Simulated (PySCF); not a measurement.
**KP⁺: energy against distance**

Set-up: basis K def2-SVP, P def2-SVP; no relativity; PySCF 2.14. Energies in eV from K⁺ + P in their ground configurations at the same level. State: ⁴Σ⁻ (quartet), unpaired electrons σ ↑, π ↑↑.

All columns are PBE0. A positive dipole points towards P; it is taken about the centre of mass and depends on that origin.

```json
{"R (Å)": "3.109", "E (eV)": "-0.086", "μ (D)": "-5.28", "Mulliken charge on K (basis-dependent)": "0.90", "HOMO (eV)": "-12.01", "LUMO (eV)": "-7.52", "Mayer bond order": "0.19", "⟨S²⟩": "3.75"}
{"R (Å)": "3.253", "E (eV)": "-0.134", "μ (D)": "-5.61", "Mulliken charge on K (basis-dependent)": "0.90", "HOMO (eV)": "-11.84", "LUMO (eV)": "-7.40", "Mayer bond order": "0.19", "⟨S²⟩": "3.75"}
{"R (Å)": "3.398", "E (eV)": "-0.158", "μ (D)": "-5.95", "Mulliken charge on K (basis-dependent)": "0.91", "HOMO (eV)": "-11.68", "LUMO (eV)": "-7.26", "Mayer bond order": "0.18", "⟨S²⟩": "3.75"}
{"R (Å)": "3.507", "E (eV)": "-0.166", "μ (D)": "-6.20", "Mulliken charge on K (basis-dependent)": "0.91", "HOMO (eV)": "-11.57", "LUMO (eV)": "-7.16", "Mayer bond order": "0.18", "⟨S²⟩": "3.75"}
{"R (Å)": "3.615", "E (eV)": "-0.167", "μ (D)": "-6.47", "Mulliken charge on K (basis-dependent)": "0.91", "HOMO (eV)": "-11.46", "LUMO (eV)": "-7.05", "Mayer bond order": "0.17", "⟨S²⟩": "3.75"}
{"R (Å)": "3.724", "E (eV)": "-0.164", "μ (D)": "-6.73", "Mulliken charge on K (basis-dependent)": "0.92", "HOMO (eV)": "-11.35", "LUMO (eV)": "-6.94", "Mayer bond order": "0.16", "⟨S²⟩": "3.75"}
{"R (Å)": "3.868", "E (eV)": "-0.156", "μ (D)": "-7.10", "Mulliken charge on K (basis-dependent)": "0.93", "HOMO (eV)": "-11.21", "LUMO (eV)": "-6.80", "Mayer bond order": "0.14", "⟨S²⟩": "3.75"}
{"R (Å)": "4.049", "E (eV)": "-0.143", "μ (D)": "-7.55", "Mulliken charge on K (basis-dependent)": "0.93", "HOMO (eV)": "-11.04", "LUMO (eV)": "-6.62", "Mayer bond order": "0.13", "⟨S²⟩": "3.75"}
{"R (Å)": "4.266", "E (eV)": "-0.124", "μ (D)": "-8.11", "Mulliken charge on K (basis-dependent)": "0.95", "HOMO (eV)": "-10.85", "LUMO (eV)": "-6.41", "Mayer bond order": "0.11", "⟨S²⟩": "3.75"}
{"R (Å)": "4.555", "E (eV)": "-0.100", "μ (D)": "-8.85", "Mulliken charge on K (basis-dependent)": "0.96", "HOMO (eV)": "-10.62", "LUMO (eV)": "-6.14", "Mayer bond order": "0.08", "⟨S²⟩": "3.75"}
```

A fit through these points gives, at Re = 3.593 Å, μ = -6.41 D and dμ/dR = -2.43 D/Å; the reduced mass is 17.26 u.

How strong is the fundamental in the double-harmonic approximation, I = 42.26·(dμ/dR)²/μred km/mol?

I = 42.26·(-2.43)²/17.26 = 14.5 km/mol at PBE0.

The bond is weak. Basis-set superposition, not corrected here, can be much of De in a small basis, most of all at correlated wavefunction levels. For an ion De counts to the pair picked by the measured ionisation energies or electron affinities, which need not be the lowest pair at this level. The state is the lowest determinant that a PBE0 search found; another state may lie lower at other levels.
